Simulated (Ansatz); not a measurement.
`[OH][V]([OH])([OH])=[S]` at its PBE0-D4/def2-TZVP geometry, where that method's forces vanish. The species carries charge 0 and has multiplicity 1.

```xyz
8

O     1.5756   -0.3134    0.4783
V    -0.1096   -0.1472    0.0240
O    -0.6767    1.3914    0.6446
O    -0.2566   -0.1701   -1.7327
S    -1.2015   -1.6603    0.7466
H     1.9312   -1.0984    0.9031
H    -1.4850    1.4872    1.1550
H     0.2227    0.5109   -2.2189
```

Question: What forces (eV/Å) does ωB97M-V/def2-TZVPP give on these atoms in the Gaussian-basis code of Ansatz? (Estimate.)

Answer: Ansatz gave: 
```
O1   0.108 -0.044  0.046
V2  -0.261 -0.364  0.200
O3  -0.067  0.088  0.058
O4   0.016  0.035 -0.143
S5   0.204  0.283 -0.144
H6  -0.016  0.043 -0.021
H7   0.044 -0.002 -0.025
H8  -0.027 -0.038  0.028
```
